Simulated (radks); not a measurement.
Results of a calculation; reference values are marked as such.
Q: All-electron atom: neutral thallium in [Hg] 6p1 (the NIST ground configuration). Level of theory: scalar-relativistic Kohn-Sham, LDA (Slater exchange, Perdew-Wang correlation), spin-polarised, spherical densities, point nucleus; open shells are filled with parallel spins first (spin-orbit coupling, left out, can overturn this in heavy ions); hard spherical wall at 2 bohr (a radial shooting solver on a logarithmic mesh with Libxc functionals). Some entries of the table are withheld. Estimate them.

| orbital | occ. | eigenvalue (eV) | <r> (bohr) | r(max) (bohr) |
|---|---|---|---|---|
| 1s up | 1 | -85491.81 | 0.01632 | 0.01003 |
| 1s down | 1 | -85491.65 | 0.01632 | 0.01003 |
| 2s up | 1 | -15160.13 | 0.06878 | 0.05817 |
| 2s down | 1 | -15160.04 | 0.06878 | 0.05817 |
| 2p up | 3 | -13031.12 | 0.06237 | 0.04834 |
| 2p down | 3 | -13030.99 | 0.06237 | 0.04834 |
| 3s up | 1 | -3563.478 | 0.1777 | 0.1640 |
| 3s down | 1 | -3563.368 | 0.1777 | 0.1640 |
| 3p up | 3 | -2950.998 | 0.1794 | 0.1639 |
| 3p down | 3 | -2950.877 | 0.1794 | 0.1639 |
| 3d up | 5 | -2315.529 | 0.1626 | 0.1334 |
| 3d down | 5 | -2315.413 | 0.1626 | 0.1334 |
| 4s up | 1 | -740.9659 | 0.3924 | 0.3692 |
| 4s down | 1 | -740.7898 | 0.3924 | 0.3692 |
| 4p up | 3 | -540.5631 | 0.4189 | 0.3895 |
| 4p down | 3 | -540.3746 | 0.4189 | 0.3895 |
| 4d up | 5 | -305.7665 | 0.4422 | 0.3963 |
| 4d down | 5 | -305.5584 | 0.4421 | 0.3962 |
| 5s up | 1 | -73.1742 | 0.8911 | 0.8202 |
| 5s down | 1 | -72.7568 | 0.8910 | 0.8204 |
| 4f up | 7 | -46.2512 | 0.4768 | 0.3592 |
| 4f down | 7 | -46.0182 | 0.4766 | 0.3592 |
| 5p up | 3 | -19.9976 | 0.9949 | 0.9254 |
| 5p down | 3 | -19.5691 | 0.9944 | 0.9256 |
| 5d up | 5 | 44.9896 | 1.121 | 1.105 |
| 5d down | 5 | 45.4829 | 1.119 | 1.104 |
| 6s up | 1 | 99.1599 | 1.257 | 1.472 |
| 6s down | 1 | 99.9893 | 1.256 | 1.471 |
| 5f up | 0 | 116.0129 | 1.221 | 1.314 |
| 5f down | 0 | 116.6192 | 1.220 | 1.312 |
| 6p up | 1 | (1) | 1.233 | 1.525 |
| 6p down | 0 | (2) | 1.233 | 1.525 |
| 6d up | 0 | 200.2314 | 1.184 | (3) |
| 6d down | 0 | 201.0376 | 1.185 | (4) |
| 7s up | 0 | 339.4960 | 1.191 | 1.692 |
| 7s down | 0 | 340.0912 | 1.191 | 1.692 |

A: 
(1) 6p up eigenvalue (eV): 139.2354
(2) 6p down eigenvalue (eV): 140.0895
(3) 6d up r(max) (bohr): 1.579
(4) 6d down r(max) (bohr): 1.579
